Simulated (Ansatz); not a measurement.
Job for Ansatz (a first-principles code): R-CCSD(T)/cc-pV(D+d)Z on H7NSi2 (SMILES N[SiH2][SiH3]), a point of a torsion scan. Files ending in .json are basis or fitting sets from the Basis Set Exchange.

Ansatz 0.2 input:
```yaml
crystal:
  periodic: [false, false, false]
  atoms:
    - {symbol: N, position_ang: [-1.86877298, 0.19694905, -0.21863115]}
    - {symbol: Si, position_ang: [-0.48452527, -0.63813422, 0.39911690]}
    - {symbol: Si, position_ang: [1.58085469, 0.27449031, -0.10842883]}
    - {symbol: H, position_ang: [-2.08787533, 1.10760878, 0.15213623]}
    - {symbol: H, position_ang: [-2.02762456, 0.19735329, -1.21331249]}
    - {symbol: H, position_ang: [-0.74112081, -0.66987874, 1.84396961]}
    - {symbol: H, position_ang: [-0.64674081, -1.99017753, -0.14833996]}
    - {symbol: H, position_ang: [1.50420337, 1.69153175, -0.49435293]}
    - {symbol: H, position_ang: [2.24897996, -0.39170222, -1.23280165]}
    - {symbol: H, position_ang: [2.52239877, 0.21871244, 1.01398613]}
basis:
  gaussian:
    orbitals: cc-pV_D+d_Z.json
magnetization: {spin_polarized: false}
correlation: {method: ccsd_t, electrons: outside_noble_gas}
scf: {lower_state_search: off}
```

The log:

```
WARN ansatz: RAYON_NUM_THREADS=1 ignored (pool sized by the plan → 1); use --threads N
Functional definition: HF
these checks for a lower state are left out or cut short: stability, starts, cluster_reference, orbital_swaps, neighbouring_geometries, increment
integrals: 0.11 GiB planned
947 factors; integrals over basis functions are off by at most 1.3e-3 eV
mean field: 0.21 GiB planned
mean field evaluation 1: about -17315.0422 eV, gradient 3.0e1 eV
mean field evaluation 2: about -17315.0434 eV, gradient 3.0e1 eV
mean field evaluation 4: about -17317.5204 eV, gradient 2.9e0 eV
mean field evaluation 8: about -17317.5619 eV, gradient 5.0e-5 eV
mean field -17317.56189740 eV, -636.4086614643 hartree, gradient 2.8e-6 eV, S^2 0.000000; 0 other end points of the search recorded, 0 dependent functions left out
11 core orbitals not correlated
reference -17317.56189740 eV, -636.4086614643 hartree; 10, 10 occupied and 74, 74 virtual orbitals, 947 factors
second order -10.35868156 eV of doubles, -0.00000000 eV of singles
coupled cluster: 0.30 GiB planned
cycle   1  -11.42523897 eV  change    -1.1e0 eV  update   8.3e-2
cycle   2  -11.84359656 eV  change   -4.2e-1 eV  update   2.7e-2
cycle   3  -11.89036417 eV  change   -4.7e-2 eV  update   1.0e-2
cycle   4  -11.88678433 eV  change    3.6e-3 eV  update   3.3e-3
cycle   5  -11.88588811 eV  change    9.0e-4 eV  update   1.2e-3
cycle   6  -11.88574791 eV  change    1.4e-4 eV  update   3.8e-4
cycle   7  -11.88560898 eV  change    1.4e-4 eV  update   1.4e-4
cycle   8  -11.88561070 eV  change   -1.7e-6 eV  update   6.3e-5
cycle   9  -11.88562667 eV  change   -1.6e-5 eV  update   2.3e-5
perturbative correction -0.28992319 eV, -0.0106544808 hartree
Total energy: -17329.73744726 eV, -636.8561046689 hartree
Checks for a lower state left out: stability, starts, cluster_reference, orbital_swaps, neighbouring_geometries, increment
```

The calculation finished and met its thresholds.

Cost: around 4 core-seconds (rough).
